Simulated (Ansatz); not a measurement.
The same molecule with X = B, Al, Ga, In. Ansatz, PBE0-D4/def2-TZVP geometries, multiplicity 2. Each molecule was computed in one conformer, which needn't be the lowest.

Elements past krypton have def2 core potentials. Scalar relativity is left out up to krypton.

| X | molecule | mean X–Br bond length / Å | mean X–S bond length / Å | zero-point energy (PBE0-D4/def2-TZVP) / kJ/mol | size of the dipole moment (PBE/def2-TZVPP) / D | size of the dipole moment (B3LYP/def2-TZVPP) / D |
| --- | --- | --- | --- | --- | --- | --- |
| Al | `[SH][Al][Br]`• | 2.270 | 2.193 | 27.6 | 1.92 | 2.11 |
| Ga | `[SH][Ga][Br]`• | 2.322 | 2.234 | 25.6 | 0.81 | 0.98 |
| In | `[SH][In][Br]`• | 2.505 | 2.430 | 24.9 | 2.81 | 3.00 |

(1) Give the row for X = B, `S[B]Br`•. (Best estimate.)

Results:

(1) Ansatz gave: 
```tsv
X	molecule	mean X–Br bond length / Å	mean X–S bond length / Å	zero-point energy (PBE0-D4/def2-TZVP) / kJ/mol	size of the dipole moment (PBE/def2-TZVPP) / D	size of the dipole moment (B3LYP/def2-TZVPP) / D
B	`S[B]Br`•	1.882	1.761	34.1	1.05	1.12
```

From B to In the mean X–Br bond length rises at each step, by 0.623 Å in all; the mean X–S bond length rises at each step, by 0.669 Å in all; the zero-point energy (PBE0-D4/def2-TZVP) falls at each step, by 9.2 kJ/mol in all. Bonds lengthen as the atom grows down the group. Dipoles are sizes alone, and their direction can turn along the series.

B3LYP here is the variant with VWN-RPA as its local correlation; programs differ in this.
